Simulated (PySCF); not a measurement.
Basis and Hamiltonian dependence of the excitation energy of P

P [Ne] 3s2 3p3 (4S) → P [Ne] 3s2 3p2 4s1, s spin flipped. Calculated with PySCF 2.14 from differences of total energies of unrestricted determinants, without spin-orbit coupling. Values in eV.

| basis | Hamiltonian | functions | UHF | r2SCAN | PBE0 | MP2 (valence) |
| --- | --- | --- | --- | --- | --- | --- |
| x2c-TZVPPall with one added diffuse shell each of s, p, d type | spin-free X2C | 51 | 7.263 | 7.503 | 7.396 | 7.548 |
| aug-cc-pV(T+d)Z | non-relativistic | 55 | 7.232 | 7.499 | 7.372 | 7.523 |
| aug-cc-pV(T+d)Z with one added diffuse shell each of s, p, d, f type | non-relativistic | 71 | 6.798 | 7.263 | 7.112 | 7.194 |
| def2-QZVPPD | non-relativistic | 76 | 7.139 | 7.449 | 7.302 | 7.484 |
| aug-cc-pCVTZ-DK with one added diffuse shell each of s, p, d, f type | spin-free X2C | 91 | 6.780 | 7.239 | 7.092 | 7.174 |

Frozen in the all-electron rows: valence: [Ne].

In the upper determinant the s electron has its spin opposite to the other open shell, which mixes two multiplicities.
